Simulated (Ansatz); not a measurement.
Total energies of `[OH][Sc]([F])[F]`.

```xyz
5

O     0.021   -0.199   -1.282
Sc   -0.009    0.085    0.547
F    -0.761   -1.162    1.683
F     0.714    1.622    1.275
H     0.035   -0.346   -2.223
```

The species carries charge 0 and has multiplicity 1. Correlated methods include outer-core shells of Sc, which these sets cover unevenly. Scalar relativity is left out up to krypton. The geometry is a stationary point of PBE0-D4/def2-TZVP. It is one conformer, not always the lowest. Basis def2-TZVPP, Ansatz 0.2.0.

RPA on PBE orbitals: Hartree–Fock energy of these orbitals -1034.37361 Eh, correlation -1.57826 Eh (frozen core).

| functional | energy without D4 (Eh) | D4 term (kJ/mol) |
| --- | --- | --- |
| LDA (SPW92) | -1032.85129 | – |
| PBE | -1036.10624 | -6.2 |
| revPBE | -1036.39769 | -16.4 |
| BLYP | -1036.59378 | -13.2 |
| r2SCAN | -1036.44137 | -1.5 |
| B97M-V | -1036.29546 | – |
| PBE0 | -1036.12587 | -5.2 |
| B3LYP | -1036.60985 | -10.0 |
| r2SCANh | -1036.41619 | -1.6 |
| r2SCAN0 | -1036.38084 | -1.8 |
| HSE06 (plane-wave form) | -1036.10608 | -4.9 |
| BHLYP | -1036.46481 | -8.2 |
| CAM-B3LYP | -1036.55701 | -5.4 |
| LC-ωPBE | -1036.27096 | – |
| ωB97X-V | -1036.38559 | – |
| ωB97M-V | -1036.47461 | – |
| B2PLYP | -1036.28355 | – |
| PBE-QIDH | -1035.98564 | – |

B3LYP takes the VWN-RPA correlation (the form of Gaussian; ORCA's B3LYP/G). HSE06 is the plane-wave form, built on full-range PBE exchange. The double hybrids freeze the cores in their second-order part.

LC-ωPBE has ω = 0.4 bohr⁻¹.
